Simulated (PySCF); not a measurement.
# What binds KF: the parts of the energy along the bond

State: ¹Σ⁺, singlet, closed shell. RHF-based CCSD(T) in PySCF 2.14 with K cc-pwCVDZ-X2C, F aug-cc-pVDZ-DK and K cc-pwCVTZ-X2C, F aug-cc-pVTZ-DK (frozen core orbitals: 6; spin-free X2C with a Gaussian nucleus). Correlation energies are extrapolated as n⁻³ (n = 2, 3), Hartree–Fock as (n+1)·exp(−9√n). CV is the change on freezing 5 orbitals instead, in K cc-pwCVTZ-X2C, F cc-pCVTZ-DK. All energies in eV from K + F.

| R (Å) | HF/CBS | CCSD corr. | (T) | CV | total |
| --- | --- | --- | --- | --- | --- |
| 1.9346 | -2.622 | -1.939 | -0.1721 | -0.0092 | -4.743 |
| 2.0225 | -2.893 | -1.905 | -0.1688 | -0.0086 | -4.976 |
| 2.1105 | -3.030 | -1.877 | -0.1667 | -0.0081 | -5.082 |
| 2.1984 | -3.071 | -1.854 | -0.1655 | -0.0077 | -5.098 |
| 2.2863 | -3.046 | -1.835 | -0.1649 | -0.0074 | -5.054 |
| 2.3963 | -2.954 | -1.816 | -0.1647 | -0.0071 | -4.941 |
| 2.5062 | -2.819 | -1.801 | -0.1651 | -0.0069 | -4.792 |

A fit to the total gives Re = 2.1738 Å, De = 5.101 eV, ωe = 431.3 cm⁻¹, Be = 0.2793 cm⁻¹ (masses 38.9637 and 18.9984 u).

Question: At R = 2.1984 Å the CCSD correlation energy is -0.354299 hartree in the smaller basis and -0.502426 in the larger. Extrapolate it.

Answer: (3³·E3 − 2³·E2)/(3³ − 2³) = -0.56480 hartree; the larger basis holds 89.0 % of it.

The T1 diagnostic is 0.015. The open-shell atoms are computed with UHF. Spin–orbit coupling, excitations beyond (T) and corrections to the Born–Oppenheimer picture are left out.
